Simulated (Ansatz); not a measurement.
Start from `O[SiH2][SiH2]F` and change one element to get `O[SiH2][SiH2]Cl`.

Ansatz, PBE0-D4/def2-TZVP geometries, multiplicity 1. Each molecule was computed in one conformer, which needn't be the lowest.

```json
{"property": "HOMO energy (PBE0/def2-TZVPP) / eV", "`O[SiH2][SiH2]F`": "-8.19"}
{"property": "HOMO–LUMO gap (PBE0/def2-TZVPP) / eV", "`O[SiH2][SiH2]F`": "7.17"}
{"property": "LUMO energy (PBE/def2-TZVPP) / eV", "`O[SiH2][SiH2]F`": "-1.88"}
{"property": "HOMO energy (B3LYP/def2-TZVPP) / eV", "`O[SiH2][SiH2]F`": "-8.00"}
{"property": "LUMO energy (B3LYP/def2-TZVPP) / eV", "`O[SiH2][SiH2]F`": "-1.21"}
{"property": "LUMO energy (ωB97M-V/def2-TZVPP) / eV", "`O[SiH2][SiH2]F`": "0.71"}
```

(1) What does the change do to each property? (Estimate.)

## Answers

(1) Computed: 
| property | `O[SiH2][SiH2]Cl` | shift |
| --- | --- | --- |
| HOMO energy (PBE0/def2-TZVPP) / eV | -7.94 | 0.25 |
| HOMO–LUMO gap (PBE0/def2-TZVPP) / eV | 6.95 | -0.22 |
| LUMO energy (PBE/def2-TZVPP) / eV | -1.84 | 0.04 |
| HOMO energy (B3LYP/def2-TZVPP) / eV | -7.75 | 0.25 |
| LUMO energy (B3LYP/def2-TZVPP) / eV | -1.17 | 0.04 |
| LUMO energy (ωB97M-V/def2-TZVPP) / eV | 0.79 | 0.08 |

B3LYP here is the variant with VWN-RPA as its local correlation; programs differ in this.
